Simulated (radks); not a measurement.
Values are calculated unless marked as measured or tabulated.
Question: Ionisation of Si, [Ne] 3s2 3p2, to Si+, [Ne] 3s2 3p1, under several functionals. Non-relativistic Kohn-Sham, spin-polarised, spherical densities, point nucleus; open shells are filled with parallel spins first; a radial shooting solver on a logarithmic mesh with Libxc functionals. Known Delta-SCF values: BP86 8.327 eV; HCTH/407 8.472 eV. What does exchange-only LDA give, and what is its highest occupied eigenvalue?

Answer: 7.443 eV by Delta-SCF; the 3p eigenvalue is -3.907 eV. NIST: 8.152 eV (measured).
